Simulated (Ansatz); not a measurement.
Cost and result for the atomization energy of `OB[O][SnH3]` (9 atoms, 8 bonds).

```xyz
9

O    -1.5316    0.6163    0.0128
B    -0.8348    0.2475   -1.1138
O     0.4052   -0.2400   -0.9780
Sn    1.2525   -0.4391    0.8133
H    -2.4091    0.9544   -0.1722
H    -1.3329    0.3618   -2.2032
H     0.3108   -1.5274    1.7201
H     1.3646    1.1065    1.5149
H     2.7753   -1.0801    0.4060
```

Charge 0, multiplicity 1. Correlated methods include outer-core shells of Sn, which these sets cover unevenly. Sn takes the def2 core potential. All single points use the PBE0-D4/def2-TZVP geometry. It is one conformer, not always the lowest. Program: Ansatz. All runs use 4 threads of an Arm Neoverse V1 on a shared host. Times are those of one run each, without the atoms' runs, and a repeat can differ threefold. Electronic energies, without spin–orbit coupling; frozen cores. CCSD(T)/CBS adds CCSD(T) − MP2 in def2-TZVPP to the MP2 limit, and its time is that of the two runs behind it. T1 = 0.014. With those shells the extrapolation isn't a true limit. B3LYP takes the VWN-RPA correlation (the form of Gaussian; ORCA's B3LYP/G).

CCSD(T)/CBS is a level of theory with its own doubt, some kJ/mol a heavy atom from the limit and from the frozen cores, so smaller differences don't rank the functionals.

```json
{"level": "PBE-D4/def2-TZVPP (with forces)", "functions": "213", "wall time": "1.9 s"}
{"level": "PBE0-D4/def2-TZVPP", "functions": "213", "wall time": "2.2 s"}
{"level": "B3LYP-D4/def2-TZVPP (with forces)", "functions": "213", "wall time": "3.2 s"}
{"level": "r2SCAN-D4/def2-TZVPP (with forces)", "functions": "213", "wall time": "3.9 s"}
{"level": "B2PLYP/def2-TZVPP", "functions": "213", "wall time": "4.1 s"}
{"level": "ωB97X-V/def2-TZVPP", "functions": "213", "wall time": "6 s"}
{"level": "ωB97M-V/def2-TZVPP (with forces)", "functions": "213", "wall time": "9 s"}
{"level": "MP2/def2-QZVPP", "functions": "403", "wall time": "14 s"}
{"level": "CCSD(T)/def2-TZVPP", "functions": "213", "wall time": "110 s"}
{"level": "CCSD(T)/CBS(def2)", "functions": "–", "wall time": "2.1 min"}
```

What atomization energy does each give, and how far from CCSD(T)/CBS? (Best estimate.)

The calculation gave: 
```
                             level  atomization (kcal/mol)  difference from CCSD(T)/CBS  per bond
   PBE-D4/def2-TZVPP (with forces)                   746.9                          2.0       0.3
                PBE0-D4/def2-TZVPP                   731.7                        -13.2      -1.6
 B3LYP-D4/def2-TZVPP (with forces)                   738.3                         -6.6      -0.8
r2SCAN-D4/def2-TZVPP (with forces)                   742.5                         -2.4      -0.3
                 B2PLYP/def2-TZVPP                   732.2                        -12.7      -1.6
                ωB97X-V/def2-TZVPP                   744.1                         -0.8      -0.1
  ωB97M-V/def2-TZVPP (with forces)                   742.7                         -2.2      -0.3
                    MP2/def2-QZVPP                   746.4                          1.5       0.2
                CCSD(T)/def2-TZVPP                   725.2                        -19.7      -2.5
                 CCSD(T)/CBS(def2)                   744.9                          0.0       0.0
```

From PBE to PBE0 (25 % exact exchange), in def2-TZVPP and without D4, the atomization energy moves by −14.6 kcal/mol: exact exchange takes away binding that semilocal exchange gives to molecules. In def2-TZVPP, CCSD(T) changes the Hartree–Fock value by +190.8 kcal/mol (the triples alone add +11.2 kcal/mol) and MP2 by +200.2 kcal/mol; breaking electron pairs costs correlation energy, which Hartree–Fock lacks. The D4 term adds +6.2 kcal/mol with B3LYP and +3.2 kcal/mol with PBE0; it sums over pairs of atoms, weighted by their polarisabilities, and B3LYP, whose exchange is more repulsive, gets the larger term.

Spin–orbit coupling would lower the free Sn atoms strongly, and the atomization energy with them, by more than many differences here. For some Ge, Se and Sn compounds the MP2-based and the directly extrapolated limit differ by 10 to 25 kJ/mol.
